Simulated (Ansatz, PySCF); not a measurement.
Reaction (SMILES): C=C[SiH2]COC + 6 [H][H] (H2) -> 4 C (CH4) + O (H2O) + [SiH4] (SiH4)
Structures are relaxed separately at B3LYP-D3(BJ)/def2-TZVP in Ansatz (an electronic-structure program), one conformer each, not searched for the lowest. Frequencies are from Ansatz or PySCF.

Property: energy of full hydrogenation (enthalpy at 298 K, with B3LYP-D3(BJ) rigid-rotor harmonic-oscillator terms), in eV. Correlated levels leave the core frozen unless marked. Spin-orbit coupling is left out. Non-relativistic. CBS marks a two-point X^-3 extrapolation of the correlation energy; Hartree-Fock from the larger set.

Level to compare with: CCSD(T)/CBS(cc-pV(T+d)Z,cc-pV(Q+d)Z) (Ansatz), -4.53 eV. It is a level with limits of its own, and the differences hold the functionals' basis error too.

Rank these functionals by how close they come to CCSD(T)/CBS(cc-pV(T+d)Z,cc-pV(Q+d)Z), closest first: BHLYP/def2-TZVPD (Ansatz); HSE06/def2-TZVPD (Ansatz); wB97M-V/def2-TZVPD (Ansatz); LC-wPBE/def2-TZVPD (Ansatz).

wB97M-V/def2-TZVPD (range-separated hybrid meta-GGA with VV10, -4.53 eV, difference 0.00), HSE06/def2-TZVPD (screened hybrid, -4.85 eV, difference -0.32), LC-wPBE/def2-TZVPD (range-separated hybrid, -4.96 eV, difference -0.43), BHLYP/def2-TZVPD (global hybrid, -5.02 eV, difference -0.49)
